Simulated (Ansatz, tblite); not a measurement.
Forces on the cluster Ag₂Pd⁻ at its PBE-D4/def2-TZVPD geometry. Charge -1, multiplicity 2.

In the def2 sets Ag, Pd take a core potential; there is no spin–orbit coupling. The xTB rows come from tblite. The geometry of the doublet was relaxed on an unsound state (an occupied level 0.05 eV above an empty one). The structure comes from a short search, and lower isomers may exist.

GFN1-xTB (tblite), largest force 0.84 eV/Å:

```xyz
3
positions Å, forces eV/Å
Pd   -0.002   -0.001   -0.005    0.036    0.016    0.082
Ag    1.047    0.461    2.376   -0.333   -0.147   -0.755
Ag   -1.044   -0.460   -2.371    0.297    0.131    0.673
```

GFN2-xTB (tblite), largest force 0.21 eV/Å:

```
Pd 0.041 0.018 0.093
Ag -0.085 -0.037 -0.193
Ag 0.044 0.019 0.100
```

r2SCAN-D4/def2-TZVPD (Ansatz), largest force 0.26 eV/Å:

```
Pd 0.028 0.012 0.064
Ag -0.101 -0.045 -0.230
Ag 0.073 0.032 0.166
```
